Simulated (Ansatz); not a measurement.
Computed with frozen-core CCSD(T)/def2-TZVPP // PBE-D3(BJ)/def2-SVP (Ansatz, an electronic-structure program).

Ansatz 0.2 input:
```yaml
crystal:
  periodic: [false, false, false]
  atoms:
    - { symbol: Y, position_ang: [0.066378, -0.016895, 0.08006] }
    - { symbol: Cl, position_ang: [0.245818, 2.302211, -0.751172] }
    - { symbol: Cl, position_ang: [1.204153, -2.034857, -0.777184] }
    - { symbol: N, position_ang: [-1.2179, -0.310572, 1.727264] }
    - { symbol: H, position_ang: [-1.773796, 0.407371, 2.212476] }
    - { symbol: H, position_ang: [-1.414939, -1.200637, 2.205584] }
basis:
  gaussian: { orbitals: def2-TZVPP }
correlation:
  method: ccsd_t
```

Output:

```
Functional definition: HF
1224 factors; integrals over basis functions are off by at most 1.0e-3 eV
mean field evaluation 1: about -27554.8151 eV, gradient 4.5e1 eV
mean field evaluation 2: about -27554.8938 eV, gradient 4.5e1 eV
mean field evaluation 4: about -27559.4104 eV, gradient 2.8e0 eV
mean field evaluation 8: about -27559.4635 eV, gradient 3.0e-1 eV
mean field evaluation 16: about -27559.4642 eV, gradient 1.5e-6 eV
mean field -27559.46419094 eV, -1012.7916285411 hartree, gradient 1.5e-6 eV, S^2 0.000000; 0 other end points of the search recorded, 0 dependent functions left out
11 core orbitals not correlated
reference -27559.46419094 eV, -1012.7916285411 hartree; 16, 16 occupied and 172, 172 virtual orbitals, 1224 factors
second order -23.00288438 eV of doubles, -0.00000000 eV of singles
cycle   1  -23.54786712 eV  change   -5.4e-1 eV  update   9.8e-2
cycle   2  -23.96633271 eV  change   -4.2e-1 eV  update   3.0e-2
cycle   3  -24.09343694 eV  change   -1.3e-1 eV  update   1.7e-2
cycle   4  -24.08404867 eV  change    9.4e-3 eV  update   4.9e-3
cycle   5  -24.08102051 eV  change    3.0e-3 eV  update   2.3e-3
cycle   6  -24.08162494 eV  change   -6.0e-4 eV  update   7.1e-4
cycle   7  -24.08151246 eV  change    1.1e-4 eV  update   3.0e-4
cycle   8  -24.08149690 eV  change    1.6e-5 eV  update   9.1e-5
cycle   9  -24.08153772 eV  change   -4.1e-5 eV  update   3.3e-5
cycle  10  -24.08153377 eV  change    4.0e-6 eV  update   1.2e-5
perturbative correction -0.96154629 eV, -0.0353361745 hartree
Total energy: -27584.50727100 eV, -1013.7119447587 hartree
```

Cost: roughly 3 core-minutes.
